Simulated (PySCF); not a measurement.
Species: C3H10AlFS.
Geometry (GFN2-xTB, Å), atoms numbered from 1 in this order:
```
atom  x, y, z in Å
C1     2.5462    0.0963   -0.3757
Al2    0.8216    1.0786   -0.5704
S3    -0.4317   -0.4416    1.0746
C4    -0.9484   -1.6326   -0.1878
C5    -1.8363    0.6954    1.0287
F6    -1.8467    1.4099   -0.1281
H7     2.9814    0.2081    0.6269
H8     2.5248   -0.9834   -0.5740
H9     3.2947    0.5033   -1.0655
H10   -0.0541    0.8122   -1.8376
H11    0.5389    2.3382    0.3116
H12   -0.2441   -2.4566   -0.1419
H13   -1.9482   -1.9866    0.0433
H14   -0.9105   -1.1622   -1.1695
H15   -2.7746    0.1376    1.0921
H16   -1.7207    1.3921    1.8619
```

The closed-shell SCF was solved with PySCF and density fitting under several settings on one GFN2-xTB geometry (grid level 2 and gas phase unless stated).

```json
{"settings": "BHandHLYP/MINI, IEF-PCM tetrahydrofuran, start guess vsap, energy threshold 1e-11 Eh", "basis functions": "48", "SCF cycles": "10", "E (Eh)": "-855.5959", "HOMO (eV)": "-10.01", "LUMO (eV)": "0.59", "dipole (D)": "4.71"}
{"settings": "revPBE/cc-pVDZ, energy threshold 1e-07 Eh", "basis functions": "142", "SCF cycles": "9", "E (Eh)": "-860.5751", "HOMO (eV)": "-5.76", "LUMO (eV)": "-0.58", "dipole (D)": "4.36"}
```

Q: Estimate the rows for these settings: (1) HSE06/pcSseg-1, IEF-PCM tetrahydrofuran; (2) LC-wPBE/pcSseg-1.

A: 
| settings | basis functions | SCF cycles | E (Eh) | HOMO (eV) | LUMO (eV) | dipole (D) |
| --- | --- | --- | --- | --- | --- | --- |
| HSE06/pcSseg-1, IEF-PCM tetrahydrofuran | 166 | 12 | -860.2907 | -7.02 | -0.14 | 5.40 |
| LC-wPBE/pcSseg-1 | 166 | 13 | -860.4154 | -9.99 | 2.26 | 4.52 |

Q: Over all rows, what range does the HOMO–LUMO gap span?

A: From 5.18 eV (revPBE/cc-pVDZ, energy threshold 1e-07 Eh) to 12.25 eV (LC-wPBE/pcSseg-1). The functional of the narrowest has no exact exchange, that of the widest range-separated exact exchange.

Q: And the dipole moment?

A: From 4.36 D (revPBE/cc-pVDZ, energy threshold 1e-07 Eh) to 5.40 D (HSE06/pcSseg-1, IEF-PCM tetrahydrofuran); the largest is 1.24 times the smallest, and the median is 4.62 D.

Cycle counts include a coarse-grid stage where the run had one. The structure is a single GFN2-xTB conformer; no vibrational corrections.
